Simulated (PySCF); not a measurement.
## Electric field gradients and quadrupole coupling constants

Species: pentafluoropropionic acid, C3HF5O2.
Z-matrix (Å and degrees, PBE0-D3(BJ)/def2-SVP geometry), rows numbered from 1:
```
O 
C   1  1.1928
O   2  1.3261  1  126.21
C   2  1.5412  1  123.20  3  -179.65
F   4  1.3317  2  108.59  1     3.63
F   4  1.3424  2  109.59  1   123.01
C   4  1.5445  2  113.12  1  -116.25
F   7  1.3225  4  110.07  2   168.32
F   7  1.3305  4  109.09  2    48.73
F   7  1.3227  4  110.78  2   -71.12
H   3  0.9707  2  107.63  1     0.41
```

Field gradients from the PBE0/pcSseg-1 density (PySCF, non-relativistic), principal values in atomic units, ordered |Vxx| ≤ |Vyy| ≤ |Vzz|:

```json
{"atom": "O1", "Vxx": "0.5761", "Vyy": "1.0670", "Vzz": "-1.6431"}
{"atom": "O3", "Vxx": "-0.4018", "Vyy": "-1.1618", "Vzz": "1.5636"}
```

Problem. Find the asymmetry η = (Vxx − Vyy)/Vzz and the couplings χ = eQV/h (234.96 MHz × Q in barn × V in au), with Q(17O) = −0.0256 b.

Solution. 
```json
{"atom": "O1", "environment": "acid carbonyl oxygen", "nucleus": "17O", "η": "0.30", "χzz (MHz)": "9.88", "χxx (MHz)": "-3.47", "χyy (MHz)": "-6.42"}
{"atom": "O3", "environment": "acid hydroxyl oxygen", "nucleus": "17O", "η": "0.49", "χzz (MHz)": "-9.41", "χxx (MHz)": "2.42", "χyy (MHz)": "6.99"}
```

Problem. What is Vzz at O1 in SI units (1 au = 9.71736 × 10²¹ V/m²)?

Solution. -1.6431 au = -15.966 × 10²¹ V/m².

Problem. And the gradient at the other heavy atoms, for which no coupling is worked out here?

Solution. 
```csv
atom,environment,Vzz (au),η
C2,carboxylic acid carbon,0.365,0.87
C4,CF2 carbon,-0.419,0.84
F5,fluorine of a CF2 group,3.030,0.10
F6,fluorine of a CF2 group,3.039,0.06
C7,CF3 carbon,-0.390,0.04
F8,fluorine of a CF3 group,2.926,0.02
F9,fluorine of a CF3 group,2.892,0.02
F10,fluorine of a CF3 group,2.930,0.02
```

Isolated species at its PBE0-D3(BJ)/def2-SVP geometry (one conformer only). A larger basis could move these couplings by a tenth or more.
